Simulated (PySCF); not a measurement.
## Worked example: chemical shift, span and skew from a shielding tensor

C3HBrClF, SMILES FC=C=C(Cl)Br. Atoms are numbered in the order given.

```xyz
7

F     -3.3810    -0.6715     0.4361
C     -2.5601     0.1097    -0.2723
C     -1.2611    -0.0587    -0.3146
C      0.0364    -0.1730    -0.3825
Cl     0.8499    -1.1389    -1.5782
Br     1.1938     0.7210     0.8438
H     -3.0926     0.9018    -0.8115
```

Geometry: B3LYP-D3(BJ)/def2-SVP. The structure was generated by enumeration, and PubChem lists no compound with its InChIKey, so it may never have been made.

GIAO shieldings from PBE/pcSseg-1 in PySCF, non-relativistic, no solvent. The symmetric part of the tensor of F1 has the principal values 185.1, 231.8, 390.3 ppm. The same nucleus in CFCl3 has σ = 133.6 ppm at this level (PySCF, at its B3LYP-D3(BJ)/def2-TZVP geometry). Without spin–orbit terms, shifts of atoms bonded to Cl or Br come out too high.

Work out the isotropic shielding, the ¹⁹F shift against CFCl3, the span and the skew.


σ(iso) = (σ11 + σ22 + σ33)/3 = 269.1 ppm. δ = σ(ref) − σ(iso) = 133.6 − (269.1) = -135.5 ppm.
Span Ω = σ33 − σ11 = 205.2 ppm. Skew κ = 3(σ(iso) − σ22)/Ω = 0.54. Tumbling in solution averages the tensor to δ; in a static solid the shielding alone would spread this spin-1/2 line over Ω.
